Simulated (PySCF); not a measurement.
A structure optimised at r2SCAN-D4/def2-SVP, used in a PySCF frequency run:

```
Si
H 1 1.4963
H 1 1.4963 2 108.73
Si 1 2.3418 2 110.11 3 120.72
F 4 1.6333 1 110.70 2 -59.94
H 4 1.4929 5 108.07 1 -121.05
H 4 1.4929 6 109.06 5 117.26
Ge 1 2.3843 2 109.47 3 -119.55
H 8 1.5358 1 110.77 2 59.55
H 8 1.5368 9 108.58 1 121.24
H 8 1.5368 9 108.58 10 117.51
```

### Question
Write its SMILES, formula and point group.

### Answer
F[SiH2][SiH2][GeH3], FGeH7Si2, Cs

### Question
What are its rotational constants (standard atomic weights)?

### Answer
8.0743, 0.82111, 0.76584 GHz
